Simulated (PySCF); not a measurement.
SCF from a fresh guess for triplet OsOI2, at the PBE0 minimum. PySCF input:

```python
from pyscf import gto, scf, dft
mol = gto.M(atom='''
Os    -0.000000     0.000000     0.557860
O      0.000000     0.000000     2.238010
I     -2.275510     0.000000    -0.562960
I      2.275510     0.000000    -0.562960''',
    basis={'Os': 'def2-SVP', 'O': 'def2-SVP', 'I': 'def2-SVP'},
    ecp={'Os': 'def2-SVP', 'I': 'def2-SVP'},
    charge=0, spin=2)
mf = dft.UKS(mol, xc='PBE')
mf.grids.atom_grid = (50, 194)
aux = {'Os': 'def2-universal-JKFIT', 'O': 'def2-universal-JKFIT', 'I': 'def2-universal-JKFIT'}
mf = mf.density_fit(auxbasis=aux)
mf.conv_tol = 1e-08
mf.diis_space = 10
mf.max_cycle = 60
mf.init_guess = 'huckel'
mf.verbose = 4
mf.kernel()
```

Excerpt of the output (cycles alone):

```
init E= -759.600842809665
cycle= 1 E= -748.993662922261  delta_E= 10.6  |g|= 4.03  |ddm|= 6.79
cycle= 2 E= -702.889844320995  delta_E= 46.1  |g|= 7.42  |ddm|= 15.5
cycle= 3 E= -756.684310079107  delta_E= -53.8  |g|= 2.89  |ddm|= 13.5
cycle= 4 E= -761.179831873254  delta_E= -4.5  |g|= 0.346  |ddm|=  3.3
cycle= 5 E= -760.748607349761  delta_E= 0.431  |g|= 0.942  |ddm|= 1.58
cycle= 6 E= -761.244923780358  delta_E= -0.496  |g|= 0.17  |ddm|= 0.905
cycle= 7 E= -761.263807852268  delta_E= -0.0189  |g|= 0.0595  |ddm|= 0.258
cycle= 8 E= -761.265496436097  delta_E= -0.00169  |g|= 0.0135  |ddm|= 0.0615
cycle= 9 E= -761.26547911366  delta_E= 1.73e-05  |g|= 0.0163  |ddm|= 0.0231
cycle= 10 E= -761.265587508007  delta_E= -0.000108  |g|= 0.00513  |ddm|= 0.0106
cycle= 11 E= -761.265598933274  delta_E= -1.14e-05  |g|= 0.00147  |ddm|= 0.00464
cycle= 12 E= -761.265599873955  delta_E= -9.41e-07  |g|= 0.000346  |ddm|= 0.00139
cycle= 13 E= -761.26559992382  delta_E= -4.99e-08  |g|= 6.45e-05  |ddm|= 0.000365
cycle= 14 E= -761.265599926452  delta_E= -2.63e-09  |g|= 2.5e-05  |ddm|= 0.000111
Extra cycle  E= -761.265599923192  delta_E= 3.26e-09  |g|= 9.51e-05  |ddm|= 9.32e-05
converged SCF energy = -761.265599923192  <S^2> = 2.0070897  2S+1 = 3.0047227
```

No lower solution of this spin was found from smeared starts or by a stability analysis within the unrestricted form.

Other spin states or occupations of the open shell can lie lower. Spin–orbit coupling, left out here, can matter for elements this heavy.

The search for the lowest solution, 3 starts and the stability check together, took 87 s on 4 threads of a shared Intel Xeon @ 2.50GHz (Skylake/Cascade Lake) host, with 98 basis functions; the process peaked at 0.46 GiB. Launch command: `OMP_NUM_THREADS=4 python axn.py task.json out`.
